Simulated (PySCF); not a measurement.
## Correlation energy of C⁺ (carbon, charge +1)

[He] 2s2 2p1, 2P determinant. All numbers are calculated (PySCF 2.14, no relativity, point nucleus, in pcseg-2). Frozen: 1s2; 3 electrons correlated.

MP2 pair energies summed by pair of shells (mhartree):

```
 pair  energy  share (%)
2s-2s  -27.94       57.1
2s-2p  -21.01       42.9
```

Total MP2 correlation energy: -48.95 mhartree.

Same-spin part -3.18 and opposite-spin part -45.78 mhartree; SCS-MP2 scales them by 1/3 and 6/5 to -55.99 mhartree.

```csv
level,correlation energy (mhartree)
CCSD,-72.49
(T),-1.11
CCSD(T),-73.60
```

Diagnostics: T1 = 0.0087, D1 = 0.0165, largest double amplitude 0.132.

Cost of the coupled-cluster step: 0.41 s of wall time on 1 thread of Neoverse-N1 (shared host), for 3 correlated electrons.
